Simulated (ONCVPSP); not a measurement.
# Pt (Z = 78): one change to an ONCV potential, before and after

```
Element                 : platinum
Generator               : ONCVPSP 4.0.1
Type                    : optimised norm-conserving Vanderbilt (ONCV)
Functional              : PBE
Relativity              : scalar-relativistic
Frozen core             : [Kr] 4d10 4f14 5s2
Valence charge          : 16
Reference configuration : 5p6 5d9 6s1
Partial waves           : 6s: rc 2.55 bohr, ncon 4, nbas 6, qcut 2.7 1/bohr, 3 projectors, debl 1.8 Ha; 5p: rc 1.85 bohr, ncon 4, nbas 7, qcut 6.1 1/bohr, 2 projectors, debl 2.2 Ha; 5d: rc 1.90 bohr, ncon 3, nbas 8, qcut 8.2 1/bohr, 3 projectors, debl 0.5 Ha
Local potential         : polynomial inside 1.50 bohr (lpopt 5, dvloc0 0 Ha)
Core correction         : Teter function, fcfact 4.75, rcfact 1.6
```

All-electron outer shells of the reference configuration (PBE, scalar-relativistic, ld1.x):

```json
{"shell": "4f", "level (eV)": "-70.08", "outermost node (bohr)": "–", "outermost maximum (bohr)": "0.38"}
{"shell": "5p", "level (eV)": "-56.02", "outermost node (bohr)": "0.53", "outermost maximum (bohr)": "0.98"}
{"shell": "5d", "level (eV)": "-6.14", "outermost node (bohr)": "0.57", "outermost maximum (bohr)": "1.26"}
{"shell": "6s", "level (eV)": "-5.66", "outermost node (bohr)": "1.14", "outermost maximum (bohr)": "2.38"}
```

Change: core correction none.

Cutoffs: the cutoffs (Ha) at which the residual kinetic energy of the hardest occupied pseudo-wave falls to 1 and 0.1 mHa per electron; they do not see the model core or the augmentation charge, which bear on the density cutoff. Errors are all-electron minus pseudo energies relative to the spin-unpolarised reference configuration.

**Question.** Predict the effect on cutoff, ghosts and configuration errors.

**Answer.** The potential gets neither clearly harder nor softer (20 Ha and 24 Ha → 20 Ha and 24 Ha); of the 4 tests that both files solve, the error grows in 0 and shrinks in 3 by more than 15 % and 0.3 meV (median size 14.3 → 9.2 meV); neither file shows a bound ghost.

```csv
quantity,base,changed
"cutoff, loose",20 Ha,20 Ha
"cutoff, tight",24 Ha,24 Ha
bound ghosts,none,none
GHOST(+) flags under 300 eV,"s at 15.8 eV, s at 205.4 eV","s at 15.8 eV, s at 205.4 eV"
"error for 5p6 5d9 6s0, meV [ΔE 9.19 eV]",-18,-14
"error for 5p6 5d8 6s0, meV [ΔE 29.16 eV]",-11,+0.1
"error for 5p6 5d7 6s0, meV [ΔE 61.38 eV]",-26,+18
"error for 5p6 5d9 6s0.5, meV [ΔE 3.69 eV]",-4.6,-4.0
s: phases at 2.59 bohr within 0.05 rad from the reference energy up to (Ha; the scan ends near 5),to the end of the scan,to the end of the scan
p: phases at 1.88 bohr within 0.05 rad from the reference energy up to (Ha; the scan ends near 5),to the end of the scan,to the end of the scan
d: phases at 1.93 bohr within 0.05 rad from the reference energy up to (Ha; the scan ends near 5),to the end of the scan,to the end of the scan
```
